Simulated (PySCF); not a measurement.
# MNI across group 14

Level: PBE0, basis family def2-TZVP, scalar-relativistic core potentials from Rb on and no relativity for lighter atoms.

Each entry is the lowest minimum that a search over a few typed start shapes (and spin states, where more than one is plausible) found, or that minimum re-optimised at the stated level; isomers with ligand–ligand bonds, or fragments after loss of a ligand pair, can lie lower. Open shells are unrestricted; no spin–orbit coupling; PySCF with density fitting.

```json
{"molecule": "ISiN", "2S+1": "1", "point group": "C∞v", "mean bond to the central atom (Å)": "1.972", "dipole (D)": "5.28", "gap (eV)": "4.17", "atomisation (kJ/mol)": "629", "highest ω (cm⁻¹)": "1259"}
{"molecule": "IGeN", "2S+1": "?", "point group": "?", "mean bond to the central atom (Å)": "?", "dipole (D)": "?", "gap (eV)": "?", "atomisation (kJ/mol)": "?", "highest ω (cm⁻¹)": "?"}
{"molecule": "ISnN", "2S+1": "1", "point group": "C∞v", "mean bond to the central atom (Å)": "2.232", "dipole (D)": "4.13", "gap (eV)": "3.56", "atomisation (kJ/mol)": "405", "highest ω (cm⁻¹)": "878"}
```

Fill in the row of IGeN.

2S+1: 1; point group: C∞v; mean bond to the central atom (Å): 2.046; dipole (D): 4.69; gap (eV): 4.07; atomisation (kJ/mol): 521; highest ω (cm⁻¹): 1045.

Left out of the table are members whose search was unfinished or whose lowest solution was spin-contaminated, unstable, very soft or bonded differently.
